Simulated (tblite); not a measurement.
C₇H₅NSi.
Atom-mapped SMILES: `[CH:1]#[C:2][Si@@H:3]1[C@H:4]([C:5]#[N:6])[C:7]12[CH:8]=[CH:9]2` (hydrogens: H10 on C1; H11 on Si3; H12 on C4; H13 on C8; H14 on C9)

Level: GFN2-xTB in tblite, geometry and Hessian alike; calculated harmonic values, unscaled, isolated species. Against measured fundamentals such values can be off by several per cent, at times by over 20. Modes of hydrogen on silicon can be 10 to 20 % off.

Harmonic wavenumbers (cm⁻¹): 56.0, 66.4, 98.5, 150.7, 211.1, 251.9, 274.6, 307.2, 331.4, 435.2, 472.2, 515.5, 579.8, 604.5, 608.7, 668.7, 678.2, 682.9, 730.8, 774.2, 833.2, 836.0, 921.8, 936.5, 945.3, 1076.0, 1208.0, 1330.9, 1765.6, 2201.7, 2344.0, 2364.3, 2993.9, 3222.9, 3249.8, 3361.6.

A = 1769, B = 1221, C = 918.6 MHz; mass 131.019 u (most abundant isotopes); point group C1, symmetry number 1.

Task: What is the zero-point energy?

Result: Half the sum of the wavenumbers: 19045 cm⁻¹ = 227.83 kJ/mol.

Task: Give the ideal-gas entropy at 298.15 K and 1 bar in the rigid-rotor, harmonic-oscillator model (classical rotation).

Result: Translation 169.66, rotation 123.31, vibration 120.81: S = 413.8 J/(mol K).

Task: And Cp and H(298.15 K) − H(0)?

Result: Cp = 161.81 J/(mol K), of which vibrations give 128.56 (their classical limit is 36 R = 299.3); H(298.15 K) − H(0) = 29.31 kJ/mol without the zero-point energy, 19.39 from vibrations.

Task: What must be added to the electronic energy to get the Gibbs energy at 298.15 K and 1 bar?

Result: ZPE + [H(298.15 K) − H(0)] − T·S = 227.83 + 29.31 − 123.37 = 133.77 kJ/mol.

Task: Blend soft modes into free rotors: weight 1/[1 + (100 cm⁻¹/ν̃)⁴] for the oscillator and the rest for a rotor with moment μB/(μ + B), μ = h/(8π²ν), B = 10⁻⁴⁴ kg m². What vibrational entropy results?

Result: 111.54 J/(mol K) in place of 120.81, which changes −T·S at 298.15 K by +2.76 kJ/mol.

Task: How do the functions run with temperature in this model?

Result: 
```
 T (K)  S (J/(mol K))  Cp (J/(mol K))  H − H(0) (kJ/mol)  G − H(0) (kJ/mol)  ln q(vib)
    50          245.7            54.1               2.08             -10.21       0.46
   100          290.2            76.8               5.35             -23.67       1.60
373.15          452.7           185.3              42.36            -126.58       8.66
   500          511.3           214.2              67.83            -187.81      11.87
   750          605.5           249.6             126.21            -327.90      17.66
  1000          680.5           271.8             191.57            -488.97      22.73
```

q(vib) and H(0) count from the zero-point level.

Hindered rotation and anharmonicity are outside this model. The structure is chiral; the term R ln 2 for an equal mix with its mirror image is left out.
